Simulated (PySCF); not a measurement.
# How a change of structure moves an absorption spectrum

Method: TDDFT CAM-B3LYP/def2-SVPD, vertical, gas phase, core orbitals frozen in the response in PySCF. Geometries: GFN2-xTB; one conformer of each isolated species. Triplets are in the Tamm–Dancoff approximation. 'Strongest' means the level of largest summed f among the lowest 8 singlets; it needn't be the same kind of state in each.

Parent: `[SiH3]O[SiH]1O[SiH2][SiH2]O1`, with lowest singlet excitation energy 6.12 eV, energy of the strongest computed level 7.65 eV, oscillator strength of the strongest level 0.14, HOMO–LUMO gap 9.59 eV, HOMO energy -9.59 eV. Its spectrum: 6.12 eV (f 0.023); 6.86 eV (f 0.000); 7.17 eV (f 0.005); 7.32 eV (f 0.049); 7.65 eV (f 0.139).

Question: How do these changes move the values? Si replaced by C (`CO[SiH]1O[SiH2][SiH2]O1`); Si replaced by C (`[SiH3]O[Si@@H]1OC[SiH2]O1`); O replaced by S (`[SiH3]O[Si@@H]1O[SiH2][SiH2]S1`); H on Si replaced by Cl (`[SiH3]O[Si]1(Cl)O[SiH2][SiH2]O1`); terminal Si group replaced by H (`O[SiH]1O[SiH2][SiH2]O1`); O replaced by S (`[SiH3]S[SiH]1O[SiH2][SiH2]O1`).

Answer: 

| change | SMILES | Δ S1 (eV) | Δ strongest (eV) | Δ f (strongest) | Δ gap (eV) | Δ HOMO (eV) |
| --- | --- | --- | --- | --- | --- | --- |
| Si replaced by C | CO[SiH]1O[SiH2][SiH2]O1 | +0.02 | +0.01 | +0.03 | +0.03 | +0.12 |
| Si replaced by C | [SiH3]O[Si@@H]1OC[SiH2]O1 | +0.85 | +0.04 | -0.12 | +0.73 | -0.11 |
| O replaced by S | [SiH3]O[Si@@H]1O[SiH2][SiH2]S1 | -0.64 | -1.42 | -0.09 | -1.03 | +0.88 |
| H on Si replaced by Cl | [SiH3]O[Si]1(Cl)O[SiH2][SiH2]O1 | 0.00 | +0.02 | +0.02 | -0.02 | -0.12 |
| terminal Si group replaced by H | O[SiH]1O[SiH2][SiH2]O1 | -0.01 | -0.01 | +0.02 | 0.00 | +0.03 |
| O replaced by S | [SiH3]S[SiH]1O[SiH2][SiH2]O1 | +0.02 | -1.48 | -0.11 | -0.89 | +0.86 |

S1 falls most with O replaced by S (-0.64 eV), and it rises most with Si replaced by C (+0.85 eV). S1 is simply the lowest singlet of each species and needn't be the same kind of state throughout. Over these 6 changes the shifts of S1 and of the HOMO–LUMO gap correlate with r = 0.84.

Lowest levels of each derivative:
- `CO[SiH]1O[SiH2][SiH2]O1`: 6.14 eV (f 0.025); 6.91 eV (f 0.000); 7.14 eV (f 0.001)
- `[SiH3]O[Si@@H]1OC[SiH2]O1`: 6.96 eV (f 0.016); 7.34 eV (f 0.005); 7.69 eV (f 0.019)
- `[SiH3]O[Si@@H]1O[SiH2][SiH2]S1`: 5.47 eV (f 0.011); 6.23 eV (f 0.053); 6.36 eV (f 0.012)
- `[SiH3]O[Si]1(Cl)O[SiH2][SiH2]O1`: 6.11 eV (f 0.028); 6.80 eV (f 0.000); 7.15 eV (f 0.001)
- `O[SiH]1O[SiH2][SiH2]O1`: 6.11 eV (f 0.023); 6.90 eV (f 0.000); 7.15 eV (f 0.003)
- `[SiH3]S[SiH]1O[SiH2][SiH2]O1`: 6.14 eV (f 0.004); 6.17 eV (f 0.032); 6.50 eV (f 0.024)

Without π bonds the low states are Rydberg-like; a valence basis with one diffuse set may place them up to an eV too high.
